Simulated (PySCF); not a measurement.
PySCF input (M06-L/def2-TZVPD):

```python
from pyscf import gto, scf, dft

mol = gto.M(
    atom='''
    Ge    0.00178174   -0.00229427    0.34278814
    F     0.71184924    1.29400621   -0.60448421
    F    -0.71818432   -1.28584881   -0.61431806
    ''',
    basis='def2-tzvpd',
    charge=0,
    spin=2,
    verbose=4,
)

mf = dft.UKS(mol, xc='m06l').density_fit(auxbasis='def2-universal-jkfit')
mf.grids.level = 4
mf.conv_tol = 1e-9
mf.max_cycle = 100
mf.max_memory = 1500
mf.kernel()
if not mf.converged:
    mf = mf.newton()
    mf.kernel(mf.make_rdm1())
for _ in range(2):
    mo, _, stable, _ = mf.stability(return_status=True)
    if stable:
        break
    mf.kernel(mf.make_rdm1(mo, mf.mo_occ))
mf.analyze()
```

Output:

```
PySCF version 2.14.0

[INPUT] verbose = 4
[INPUT] num. atoms = 3
[INPUT] num. electrons = 50
[INPUT] charge = 0
[INPUT] spin (= nelec alpha-beta = 2S) = 2
[INPUT] symmetry False subgroup None
[INPUT] Mole.unit = angstrom
[INPUT] Symbol           X                Y                Z      unit          X                Y                Z       unit  Magmom
[INPUT]  1 Ge     0.001781740000  -0.002294270000   0.342788140000 AA    0.003367000625  -0.004335541956   0.647775703349 Bohr   0.0
[INPUT]  2 F      0.711849240000   1.294006210000  -0.604484210000 AA    1.345200105580   2.445317340386  -1.142309603524 Bohr   0.0
[INPUT]  3 F     -0.718184320000  -1.285848810000  -0.614318060000 AA   -1.357171671757  -2.429902088498  -1.160892886774 Bohr   0.0

nuclear repulsion = 188.156808594874
number of shells = 46
number of NR pGTOs = 216
number of NR cGTOs = 134
basis = def2-tzvpd
ecp = {}

******** <class 'pyscf.df.df_jk.DFUKS'> ********
method = DFUKS
initial guess = minao
damping factor = 0
level_shift factor = 0
DIIS = <class 'pyscf.scf.diis.CDIIS'>
diis_start_cycle = 1
diis_space = 8
diis_damp = 0
SCF conv_tol = 1e-09
SCF conv_tol_grad = None
SCF max_cycles = 100
direct_scf = False
number electrons alpha = 26  beta = 24
XC library pyscf.dft.libxc version 7.1.2
    S. Lehtola, C. Steigemann, M. J. T. Oliveira, and M. A. L. Marques,  SoftwareX 7, 1–5 (2018)
XC functionals = m06l
    Y. Zhao and D. G. Truhlar,  J. Chem. Phys. 125, 194101 (2006)
    Y. Zhao and D. G. Truhlar,  J. Chem. Phys. 125, 194101 (2006)
    Y. Zhao and D. G. Truhlar,  Theor. Chem. Acc. 120, 215 (2008)
radial grids:
    Treutler-Ahlrichs [JCP 102, 346 (1995); DOI:10.1063/1.469408] (M4) radial grids

becke partition: Becke, JCP 88, 2547 (1988); DOI:10.1063/1.454033
pruning grids: <function nwchem_prune>
grids dens level: 4
symmetrized grids: False
atomic radii adjust function: <function treutler_atomic_radii_adjust>
small_rho_cutoff = 0
Set gradient conv threshold to 3.16228e-05
tot grids = 87864
init E= -2276.17228240002
  alpha nocc = 26  HOMO = -0.0944153709606184  LUMO = -0.0247443689768453
  beta  nocc = 24  HOMO = -0.477571811548139  LUMO = -0.277709934855537

WARN: HOMO -0.0944153709606184 >= LUMO -0.277709934855537

cycle= 1 E= -2276.45086619907  delta_E= -0.279  |g|= 0.774  |ddm|= 1.33
  alpha nocc = 26  HOMO = -0.155283698717156  LUMO = -0.0198190450133845
[...]
WARN: HOMO -0.155413400713662 >= LUMO -0.263221417490158

Extra cycle  E= -2276.63568318449  delta_E= -6.37e-12  |g|= 1.63e-06  |ddm|= 7.77e-06
converged SCF energy = -2276.63568318449  <S^2> = 2.0031351  2S+1 = 3.0020893
uhf_internal: lowest eigs of H = [0.24495467 0.32008673 0.33799031]
<class 'pyscf.df.df_jk.DFUKS'> wavefunction is stable in the internal stability analysis
**** SCF Summaries ****
Total Energy =                       -2276.635683184485060
Nuclear Repulsion Energy =             188.156808594873780
One-electron Energy =                -3548.295435437940341
Two-electron Energy =                 1083.502943658581671
Two-electron Coulomb Energy =         1183.471434062980961
DFT Exchange-Correlation Energy =      -99.968490404399205
HOMO-LUMO gap [eV] =                    -2.933605560555847
**** MO energy ****
                             alpha | beta                alpha | beta
MO #1   energy= -398.128768931444  | -398.126101926429  occ= 1 | 1
MO #2   energy= -49.7233867219989  | -49.7225157724386  occ= 1 | 1
MO #3   energy= -44.1451669761183  | -44.14334870797    occ= 1 | 1
MO #4   energy= -44.1440165993941  | -44.1419657270748  occ= 1 | 1
MO #5   energy= -44.1438599592777  | -44.1408156643411  occ= 1 | 1
MO #6   energy= -24.516840769476   | -24.5084263145699  occ= 1 | 1
MO #7   energy= -24.5168362443177  | -24.5084218652118  occ= 1 | 1
MO #8   energy= -6.27924265712338  | -6.27604645155139  occ= 1 | 1
MO #9   energy= -4.40462139687863  | -4.40083663093297  occ= 1 | 1
MO #10  energy= -4.40115009092525  | -4.39893577404723  occ= 1 | 1
MO #11  energy= -4.39794307610328  | -4.39207164628475  occ= 1 | 1
MO #12  energy= -1.22224061187895  | -1.21258200740142  occ= 1 | 1
MO #13  energy= -1.21373594225463  | -1.20262132115711  occ= 1 | 1
MO #14  energy= -1.19180124256484  | -1.18461550604129  occ= 1 | 1
MO #15  energy= -1.18956195266652  | -1.18101509557939  occ= 1 | 1
MO #16  energy= -1.18699898304701  | -1.1806283465417   occ= 1 | 1
MO #17  energy= -1.15252599716786  | -1.13412617097631  occ= 1 | 1
MO #18  energy= -1.1407467841888   | -1.12262504190765  occ= 1 | 1
MO #19  energy= -0.541773959041173 | -0.50808354935991  occ= 1 | 1
MO #20  energy= -0.461353483570374 | -0.42992338597517  occ= 1 | 1
MO #21  energy= -0.411978156973994 | -0.397655525272355 occ= 1 | 1
MO #22  energy= -0.411516051324014 | -0.393323509944969 occ= 1 | 1
MO #23  energy= -0.393906152340805 | -0.379783771595787 occ= 1 | 1
MO #24  energy= -0.390082993658681 | -0.378345453630253 occ= 1 | 1
MO #25  energy= -0.325135812896413 | -0.263221417490158 occ= 1 | 0
MO #26  energy= -0.155413400713662 | -0.0970188354128965 occ= 1 | 0
MO #27  energy= -0.038557839845141 | -0.017755394324611 occ= 0 | 0
MO #28  energy= -0.0124309721089149 | 0.00329342213647927 occ= 0 | 0
MO #29  energy= 0.0210050533592917 | 0.0570938858875181 occ= 0 | 0
MO #30  energy= 0.0640637141504374 | 0.087222524489308  occ= 0 | 0
MO #31  energy= 0.0683414276485605 | 0.101687249360591  occ= 0 | 0
MO #32  energy= 0.0877352010151172 | 0.106779076599581  occ= 0 | 0
MO #33  energy= 0.0954945717804734 | 0.116646983231637  occ= 0 | 0
MO #34  energy= 0.101285217052725  | 0.130147386994158  occ= 0 | 0
MO #35  energy= 0.109088595985257  | 0.14756861947068   occ= 0 | 0
MO #36  energy= 0.114665864666691  | 0.159567876899012  occ= 0 | 0
MO #37  energy= 0.115340842287097  | 0.160652846615127  occ= 0 | 0
MO #38  energy= 0.160390835506473  | 0.200729532321064  occ= 0 | 0
MO #39  energy= 0.163248962733389  | 0.210754358693172  occ= 0 | 0
MO #40  energy= 0.166022606444735  | 0.227757989746671  occ= 0 | 0
MO #41  energy= 0.277469511569135  | 0.312280810474802  occ= 0 | 0
MO #42  energy= 0.287693533466092  | 0.313950948062401  occ= 0 | 0
MO #43  energy= 0.297590035841565  | 0.345629293852338  occ= 0 | 0
MO #44  energy= 0.311483761665301  | 0.349906377570015  occ= 0 | 0
MO #45  energy= 0.314965270550119  | 0.373926455937524  occ= 0 | 0
MO #46  energy= 0.361123771106473  | 0.37987548992333   occ= 0 | 0
MO #47  energy= 0.364024165844571  | 0.388687784415307  occ= 0 | 0
MO #48  energy= 0.393476394503602  | 0.401565281096611  occ= 0 | 0
MO #49  energy= 0.406859265424488  | 0.413025074959439  occ= 0 | 0
MO #50  energy= 0.468683778905447  | 0.475440740550037  occ= 0 | 0
MO #51  energy= 0.470695701363093  | 0.480263701276149  occ= 0 | 0
MO #52  energy= 0.487426687619252  | 0.486068688431684  occ= 0 | 0
MO #53  energy= 0.52558257075522   | 0.52281429163667   occ= 0 | 0
MO #54  energy= 0.573247449794564  | 0.561820986258017  occ= 0 | 0
MO #55  energy= 0.576238018213758  | 0.566881527583479  occ= 0 | 0
MO #56  energy= 0.615895946207886  | 0.620408138198232  occ= 0 | 0
MO #57  energy= 0.627577595173118  | 0.633821128365276  occ= 0 | 0
MO #58  energy= 0.630411315794924  | 0.633911634691017  occ= 0 | 0
MO #59  energy= 0.663639969876065  | 0.666363923331079  occ= 0 | 0
MO #60  energy= 0.710399175585019  | 0.708786996576385  occ= 0 | 0
MO #61  energy= 0.7598597397399    | 0.755981978579369  occ= 0 | 0
MO #62  energy= 0.778996394021273  | 0.780522752716464  occ= 0 | 0
MO #63  energy= 0.790355508522515  | 0.78280415862848   occ= 0 | 0
MO #64  energy= 0.801878742123499  | 0.798489301077539  occ= 0 | 0
MO #65  energy= 0.888235033296979  | 0.879701010914985  occ= 0 | 0
MO #66  energy= 0.977356012454935  | 0.990482341098811  occ= 0 | 0
MO #67  energy= 0.981251114581517  | 0.995629663113675  occ= 0 | 0
MO #68  energy= 0.991561148024914  | 1.0005165959856    occ= 0 | 0
MO #69  energy= 0.993222405657179  | 1.0165455818848    occ= 0 | 0
MO #70  energy= 1.01326356811314   | 1.04023149193701   occ= 0 | 0
MO #71  energy= 1.05777800481512   | 1.06091560033854   occ= 0 | 0
MO #72  energy= 1.09516144253023   | 1.1000062854588    occ= 0 | 0
MO #73  energy= 1.12008065178452   | 1.14509959266024   occ= 0 | 0
MO #74  energy= 1.1592240724699    | 1.15431017914496   occ= 0 | 0
MO #75  energy= 1.19431091635018   | 1.19967633820612   occ= 0 | 0
MO #76  energy= 1.22590829019258   | 1.23170448444101   occ= 0 | 0
MO #77  energy= 1.27663860106024   | 1.2947214489623    occ= 0 | 0
MO #78  energy= 1.29679449052958   | 1.32684275540657   occ= 0 | 0
MO #79  energy= 1.33212346166228   | 1.34100127125455   occ= 0 | 0
MO #80  energy= 1.36971651689221   | 1.36672794813147   occ= 0 | 0
MO #81  energy= 1.51581061052345   | 1.52477716118048   occ= 0 | 0
MO #82  energy= 2.22960352370505   | 2.23472274155235   occ= 0 | 0
MO #83  energy= 2.25874962539035   | 2.26501221102822   occ= 0 | 0
MO #84  energy= 2.26799395223851   | 2.2742963676868    occ= 0 | 0
MO #85  energy= 2.27824591145024   | 2.28471242514528   occ= 0 | 0
MO #86  energy= 2.30146254598451   | 2.31164700089784   occ= 0 | 0
MO #87  energy= 2.341420467461     | 2.35846054240843   occ= 0 | 0
MO #88  energy= 2.40278345984334   | 2.4163668417593    occ= 0 | 0
MO #89  energy= 2.43181328980505   | 2.43287410899838   occ= 0 | 0
MO #90  energy= 2.5293522795574    | 2.5358560173298    occ= 0 | 0
MO #91  energy= 2.59661772604597   | 2.60678020858122   occ= 0 | 0
MO #92  energy= 2.7284277241275    | 2.7068232893668    occ= 0 | 0
MO #93  energy= 2.73877110155081   | 2.7253145449829    occ= 0 | 0
MO #94  energy= 2.78376850853967   | 2.77716112663311   occ= 0 | 0
MO #95  energy= 2.84323808522253   | 2.84180455877685   occ= 0 | 0
MO #96  energy= 2.89916202676365   | 2.89689461105275   occ= 0 | 0
MO #97  energy= 3.38384573339495   | 3.39425866347019   occ= 0 | 0
MO #98  energy= 3.45039827382988   | 3.4596450127383    occ= 0 | 0
MO #99  energy= 3.4560887961267    | 3.46620787801289   occ= 0 | 0
MO #100 energy= 3.50208452217139   | 3.50399551814764   occ= 0 | 0
MO #101 energy= 3.7797829182496    | 3.80192512075851   occ= 0 | 0
MO #102 energy= 3.79765881516089   | 3.81704907159661   occ= 0 | 0
MO #103 energy= 3.80373852421789   | 3.82304393486764   occ= 0 | 0
MO #104 energy= 4.05340662353281   | 4.06420064773487   occ= 0 | 0
[...]
```

This is an excited triplet: at this geometry the singlet lies 3.30 eV lower at RI-MP2/CBS(aug-cc-pVTZ,aug-cc-pVQZ)+[CCSD(T)-MP2]/aug-cc-pVTZ.
